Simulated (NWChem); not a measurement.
System meant: NbHO$_{2}$F$_{2}$; SMILES [O]=[Nb]([OH])([F])[F]

The following NWChem deck was run.

```
start job
memory heap 200 mb stack 900 mb global 1100 mb
geometry units angstroms noautoz
  Nb    -0.001194     0.025770    -0.000933
  O      0.010440    -0.186576     1.671369
  F      1.512234     1.009775    -0.476062
  F     -1.579054     0.908192    -0.465779
  O      0.051634    -1.671105    -0.792574
  H      0.074623    -2.571403    -0.451110
end
basis spherical
  Nb library def2-svp
  O library def2-svp
  F library def2-svp
  H library def2-svp
end
ecp
  Nb library def2-ecp
end
dft
  xc pbe0
  iterations 4
  mulliken
end
task dft energy
```

End of the output:

```
    Atom       Charge   Shell Charges
 -----------   ------   -------------------------------------------------------
    1 Nb  13    12.60   0.01  1.03  0.86  0.26  0.09  5.53  0.90  0.25  2.39  1.00  0.27
    2 O    8     8.10   1.98  0.98  0.67  2.61  1.84  0.02
    3 F    9     9.16   1.98  1.03  0.76  3.21  2.18  0.01
    4 F    9     9.16   1.98  1.03  0.76  3.21  2.18  0.01
    5 O    8     8.11   1.97  0.88  0.59  2.70  1.97  0.01
    6 H    1     0.87   0.53  0.15  0.18

 center of mass
 --------------
 x =   0.05322289 y =  -0.00054730 z =  -0.00320024

 moments of inertia (a.u.)
 ------------------
         550.345734044327          -0.000000000000           0.000000000000
          -0.000000000000         535.547242330821          -0.000000000000
           0.000000000000          -0.000000000000         634.237548766730

     Multipole analysis of the density
     ---------------------------------

     L   x y z        total         alpha         beta         nuclear
     -   - - -        -----         -----         ----         -------
     0   0 0 0      0.000000    -24.000000    -24.000000     48.000000

     1   1 0 0     -1.029381     -0.131010     -0.131010     -0.767362
     1   0 1 0      0.012615     -0.002372     -0.002372      0.017360
     1   0 0 1     -0.256482      0.514882      0.514882     -1.286246

     2   2 0 0    -26.725410    -95.275513    -95.275513    163.825616
     2   1 1 0     -0.093068      0.039215      0.039215     -0.171497
     2   1 0 1      0.174490     -1.543754     -1.543754      3.261999
     2   0 2 0    -34.596817    -94.165288    -94.165288    153.733759
     2   0 1 1     -0.006943      0.009305      0.009305     -0.025554
     2   0 0 2    -34.678953    -73.530247    -73.530247    112.381541

 ------------------------------------------------------------------------
 dft energy failed                                                                                  0
 ------------------------------------------------------------------------
 ------------------------------------------------------------------------
  current input line :
    25: task dft energy
 ------------------------------------------------------------------------
 ------------------------------------------------------------------------
 This type of error is most commonly associated with calculations not reaching convergence criteria
 ------------------------------------------------------------------------
 For more information see the NWChem manual at https://nwchemgit.github.io

0:dft energy failed:Received an Error in Communication
```

### Question
What is wrong, and how is it mended?

### Answer
The run did not converge; its last values are not results. Cause: the SCF was allowed too few iterations. This input runs:
```
start job
memory heap 200 mb stack 900 mb global 1100 mb
geometry units angstroms noautoz
  Nb    -0.001194     0.025770    -0.000933
  O      0.010440    -0.186576     1.671369
  F      1.512234     1.009775    -0.476062
  F     -1.579054     0.908192    -0.465779
  O      0.051634    -1.671105    -0.792574
  H      0.074623    -2.571403    -0.451110
end
basis spherical
  * library def2-svp
end
ecp
  Nb library def2-ecp
end
dft
  xc pbe0
  iterations 150
  mulliken
end
task dft energy
```
It converges to -407.33567 Ha (PBE0/def2-SVP with def2 effective core potentials on Nb).
